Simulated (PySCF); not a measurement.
# Spinor energies of Tc⁺ (technetium, charge +1)

Start: [Kr] 4d5 5s1; 4d5/2 filled at m_j = -3/2, -1/2, +1/2, +3/2, +5/2; 5s1/2 filled at m_j = +1/2. Calculated with PySCF 2.14 in x2c-SVPall-2c with one added diffuse shell each of s, p, d type (7s9p7d1f, 76 functions): generalised Hartree-Fock with the X2C-1e Hamiltonian and a Gaussian nucleus; one run each with spin-orbit coupling (SO) switched off, then screened by Boettger's factors. This is a chosen level, not necessarily the ground level.

| spinor shell | electrons | ε, spin-free (eV) | ε, screened SO (eV) | weight of nominal j (screened SO) | rms radius, screened SO (bohr) |
| --- | --- | --- | --- | --- | --- |
| 1s1/2 | 2 | -21162.3 | -21161.2 | 1.000 | 0.0394 |
| 2s1/2 | 2 | -3101.8 | -3101.5 | 1.000 | 0.162 |
| 2p1/2 | 2 | -2770.8 | -2852.6 | 1.000 | 0.141 |
| 2p3/2 | 4 | -2770.8 | -2732.5 | 1.000 | 0.145 |
| 3s1/2 | 2 | -579.59 | -579.51 | 1.000 | 0.441 |
| 3p1/2 | 2 | -467.77 | -481.97 | 1.000 | 0.439 |
| 3p3/2 | 4 | -467.77 | -461.07 | 1.000 | 0.450 |
| 3d3/2 | 4 | -286.91 | -289.40 | 0.963 | 0.434 |
| 3d5/2 | 6 | -286.91 | -285.18 | 0.975 | 0.437 |
| 4s1/2 | 2 | -97.175 | -97.159 | 1.000 | 1.13 |
| 4p1/2 | 2 | -63.596 | -69.252 | 0.655 | 1.26 |
| 4p3/2 | 4 | -63.596 | -60.826 | 0.827 | 1.26 |
| 4d5/2 | 5 | -21.598 | -21.595 | 0.578 | 1.78 |
| 5s1/2 | 1 | -14.399 | -14.399 | 1.000 | 3.33 |

```
   quantity    spin-free  screened SO
E (hartree)  -4282.18971  -4282.71914
        M_J            3            3
       ⟨J²⟩       12.002       12.002
       ⟨L²⟩        0.000        0.017
       ⟨S²⟩       12.002       11.989
```

Each row is a mean over spinors that exchange with the open shell spreads, by up to 9.676 eV (4p3/2).

Rows whose weight is well below 1 are mixtures of j = l ± 1/2: exchange outweighs spin-orbit coupling there, and the label is only the starting occupation.

Breit and QED terms are absent; they matter most for the inner s and p1/2 levels.

Densities and radii are taken from the X2C orbitals without a picture-change correction, which distorts them close to the nucleus.

Without spin-orbit coupling the j labels of p, d and f shells carry no meaning; the spin-free column gives the mean over the occupied spinors of each nl shell.
